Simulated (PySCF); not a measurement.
# Variants of one PySCF input: GeC⁺

Base input, run as `OMP_NUM_THREADS=1 python input.py` with PySCF 2.14:

```python
from pyscf import gto, scf, ci

mol = gto.M(
    atom='Ge 0 0 0; C 0 0 1.97',
    basis='cc-pvdz',
    charge=1,
    spin=3,
    symmetry=True,
    verbose=4,
)
mf = scf.UHF(mol)
mf.kernel()
ci.CISD(mf, frozen=10).kernel()
mf.dip_moment()
print('orbital energies (hartree):', [e[max(0, n-3):n+3].round(4) for e, n in zip(mf.mo_energy, mol.nelec)])
```

Base result: E(SCF) = -2112.776991 Eh, 14 cycles, E(CISD) − E(SCF) = -0.14926 Eh, ⟨S²⟩ = 3.753. The bond length is a typed value, not an optimised one. The dipole of an ion depends on the origin. No search for the lowest solution was made.

It ran on Arm Neoverse V1 (1 thread, shared host) in 1.9 s, peak memory 0.14 GiB.

Each row names what differs from the base; energies in brackets are changes from the base.

```tsv
change	result	wall time (s)
step after the SCF: cisd → stability; point-group symmetry: on → off	E(SCF) = -2112.776991 Eh (+0.0000 eV), 14 cycles, ⟨S²⟩ = 3.753, internal stable; real -> complex stable; UHF/UKS -> GHF/GKS stable	1.6
PCM solvent, dielectric constant: none → 20.5; step after the SCF: cisd → analyze	E(SCF) = -2112.875275 Eh (-2.6744 eV), 14 cycles, ⟨S²⟩ = 3.754	3.2
geometry: bond 1.97 → bond 2.462	E(SCF) = -2112.724838 Eh (+1.4192 eV), E(CISD) − E(SCF) = -0.15010 Eh, ⟨S²⟩ = 3.792	1.8
functional: none (Hartree–Fock) → bp86; SCF type: UHF → UKS; step after the SCF: cisd → analyze	E(SCF) = -2114.827450 Eh, 10 cycles, ⟨S²⟩ = 3.751	4.3
frozen orbitals: 10 → 18 [unsound on purpose]	stops with ValueError (cannot reshape array of size 22 into shape (24,24)) after the SCF	1.1
step after the SCF: cisd → ccsd	E(SCF) = -2112.776991 Eh (+0.0000 eV), 14 cycles, E(CCSD) − E(SCF) = -0.15913 Eh, ⟨S²⟩ = 3.753	2.4
charge: 1 → 2; spin (2S): 3 → 2 [another spin of the ion may lie lower] [spin-contaminated]	E(SCF) = -2112.156189 Eh (+16.8929 eV), E(CISD) − E(SCF) = -0.12658 Eh, ⟨S²⟩ = 2.401	2
spin (2S): 3 → 4 [unsound on purpose]	stops with RuntimeError (Electron number 37 and spin 4 are not consistent)	0.63
convergence threshold: default → 0.001	E(SCF) = -2112.776990 Eh (+0.0000 eV), 8 cycles, E(CISD) − E(SCF) = -0.14926 Eh, ⟨S²⟩ = 3.753	1.7
functional: none (Hartree–Fock) → b3lyp; SCF type: UHF → UKS; step after the SCF: cisd → analyze	E(SCF) = -2114.611895 Eh, 10 cycles, ⟨S²⟩ = 3.752	2.8
functional: none (Hartree–Fock) → revtpss; SCF type: UHF → UKS; step after the SCF: cisd → analyze	E(SCF) = -2114.006066 Eh, 10 cycles, ⟨S²⟩ = 3.752	4.4
cycle limit: 50 → 1 [unsound on purpose]	not converged: SCF after 1 cycles	1.6
spin-free X2C: off → on [basis contracted without relativity]	E(SCF) = -2129.907684 Eh, 14 cycles, E(CISD) − E(SCF) = -0.14950 Eh, ⟨S²⟩ = 3.754	1.8
geometry: bond 1.97 → bond 2.108	E(SCF) = -2112.765163 Eh (+0.3219 eV), 14 cycles, E(CISD) − E(SCF) = -0.15190 Eh, ⟨S²⟩ = 3.756	1.8
geometry: bond 1.97 → bond 1.734	E(SCF) = -2112.766597 Eh (+0.2829 eV), 13 cycles, E(CISD) − E(SCF) = -0.14470 Eh, ⟨S²⟩ = 3.753	1.8
step after the SCF: cisd → tdhf; number of roots: default → 3	E(SCF) = -2112.776991 Eh (+0.0000 eV), 14 cycles, ⟨S²⟩ = 3.753, first excitations without spin–orbit coupling 2.58, 2.58, 4.03 eV	4.9
PCM solvent, dielectric constant: none → 32.6; step after the SCF: cisd → analyze	E(SCF) = -2112.877166 Eh (-2.7259 eV), 14 cycles, ⟨S²⟩ = 3.754	3.4
functional: none (Hartree–Fock) → lda,vwn; SCF type: UHF → UKS; step after the SCF: cisd → analyze	E(SCF) = -2111.044944 Eh, 10 cycles, ⟨S²⟩ = 3.752	3.6
charge: 1 → 3 [another spin of the ion may lie lower]	E(SCF) = -2111.156155 Eh (+44.1052 eV), 14 cycles, E(CISD) − E(SCF) = -0.08623 Eh, ⟨S²⟩ = 3.838	1.7
Cartesian functions: off → on	E(SCF) = -2112.777750 Eh (-0.0206 eV), 14 cycles, E(CISD) − E(SCF) = -0.15244 Eh, ⟨S²⟩ = 3.754	2.5
basis set: cc-pvdz → x2c-svpall; spin-free X2C: off → on	E(SCF) = -2134.159275 Eh, 14 cycles, E(CISD) − E(SCF) = -0.23966 Eh, ⟨S²⟩ = 3.754	2.7
PCM solvent, dielectric constant: none → 4.71; step after the SCF: cisd → analyze	E(SCF) = -2112.858236 Eh (-2.2108 eV), 14 cycles, ⟨S²⟩ = 3.754	3.1
step after the SCF: cisd → polarizability	E(SCF) = -2112.776991 Eh (+0.0000 eV), 14 cycles, ⟨S²⟩ = 3.753, α(xx, yy, zz) = 21.5, 21.5, 41.5 bohr³	1.2
```

Order these changes by how far they move the SCF energy from the base, largest first: (1) PCM solvent, dielectric constant: none → 20.5; step after the SCF: cisd → analyze; (2) PCM solvent, dielectric constant: none → 32.6; step after the SCF: cisd → analyze; (3) PCM solvent, dielectric constant: none → 4.71; step after the SCF: cisd → analyze; (4) geometry: bond 1.97 → bond 2.462.

(2) -2.7259 eV, (1) -2.6744 eV, (3) -2.2108 eV, (4) +1.4192 eV.
